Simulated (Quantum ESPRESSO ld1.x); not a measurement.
Mo16+, 26 electrons, occupied as [Ar] 3d8.

Calculated with ld1.x of Quantum ESPRESSO 7.5: scalar-relativistic Kohn-Sham, LDA (Slater exchange, Perdew-Zunger correlation), spin-polarised, spherical densities, point nucleus; open shells are filled with parallel spins first.

Energy parts (hartree):
part                      energy
total                 -3934.2311
kinetic                4058.9042
electron-nucleus      -9063.6137
Hartree                1175.6270
exchange-correlation   -105.1487

Orbitals (lengths in bohr, moments of r in powers of bohr; <r^-3> diverges for s and p1/2; r(max) is where P^2 peaks):
[
 {"orbital": "1s up", "occ.": "1", "eigenvalue (hartree)": "-743.771", "<1/r>": "43.50", "r(max)": "0.023", "<r^-3>": "-"},
 {"orbital": "1s down", "occ.": "1", "eigenvalue (hartree)": "-743.768", "<1/r>": "43.50", "r(max)": "0.023", "<r^-3>": "-"},
 {"orbital": "2s up", "occ.": "1", "eigenvalue (hartree)": "-118.854", "<1/r>": "9.807", "r(max)": "0.130", "<r^-3>": "-"},
 {"orbital": "2s down", "occ.": "1", "eigenvalue (hartree)": "-118.721", "<1/r>": "9.813", "r(max)": "0.130", "<r^-3>": "-"},
 {"orbital": "2p up", "occ.": "3", "eigenvalue (hartree)": "-108.073", "<1/r>": "9.540", "r(max)": "0.104", "<r^-3>": "2555"},
 {"orbital": "2p down", "occ.": "3", "eigenvalue (hartree)": "-107.970", "<1/r>": "9.546", "r(max)": "0.104", "<r^-3>": "2559"},
 {"orbital": "3s up", "occ.": "1", "eigenvalue (hartree)": "-32.2370", "<1/r>": "3.475", "r(max)": "0.379", "<r^-3>": "-"},
 {"orbital": "3s down", "occ.": "1", "eigenvalue (hartree)": "-32.0769", "<1/r>": "3.468", "r(max)": "0.379", "<r^-3>": "-"},
 {"orbital": "3p up", "occ.": "3", "eigenvalue (hartree)": "-28.6889", "<1/r>": "3.329", "r(max)": "0.370", "<r^-3>": "462.3"},
 {"orbital": "3p down", "occ.": "3", "eigenvalue (hartree)": "-28.5276", "<1/r>": "3.321", "r(max)": "0.370", "<r^-3>": "459.6"},
 {"orbital": "3d up", "occ.": "5", "eigenvalue (hartree)": "-23.0378", "<1/r>": "3.132", "r(max)": "0.310", "<r^-3>": "63.63"},
 {"orbital": "3d down", "occ.": "3", "eigenvalue (hartree)": "-22.8552", "<1/r>": "3.124", "r(max)": "0.310", "<r^-3>": "63.32"},
 {"orbital": "4s up", "occ.": "0", "eigenvalue (hartree)": "-13.8828", "<1/r>": "1.585", "r(max)": "0.864", "<r^-3>": "-"},
 {"orbital": "4s down", "occ.": "0", "eigenvalue (hartree)": "-13.8337", "<1/r>": "1.580", "r(max)": "0.864", "<r^-3>": "-"},
 {"orbital": "4p up", "occ.": "0", "eigenvalue (hartree)": "-12.6337", "<1/r>": "1.510", "r(max)": "0.893", "<r^-3>": "126.5"},
 {"orbital": "4p down", "occ.": "0", "eigenvalue (hartree)": "-12.5871", "<1/r>": "1.505", "r(max)": "0.893", "<r^-3>": "125.6"}
]

The highest occupied level is 3d down at -621.92 eV. The density falls to 0.001 e/bohr^3 at r = 1.29 bohr.
